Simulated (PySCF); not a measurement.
H3OSi, SMILES [SiH3][O] (connectivity only; charge and spin as stated), charge -1, multiplicity 1.

Geometry optimised at B3LYP-D3(BJ)/def2-TZVPD. The multiplicity is an assumed one; other spin states were not compared. The isomer is the one that the SMILES or the coordinates give; other isomers of the formula were not compared.

Estimates of the vertical detachment energy (IE) of the anion in eV. Rows of orbital energies are one-electron estimates, which approximate functionals can put far too low.

| level | IE |
|---|---|
| −ε(HOMO), −ε(LUMO), HF/def2-TZVPD (PySCF) | 4.82 |
| −ε(HOMO), −ε(LUMO), ωB97X/def2-TZVPD (PySCF) | 3.70 |
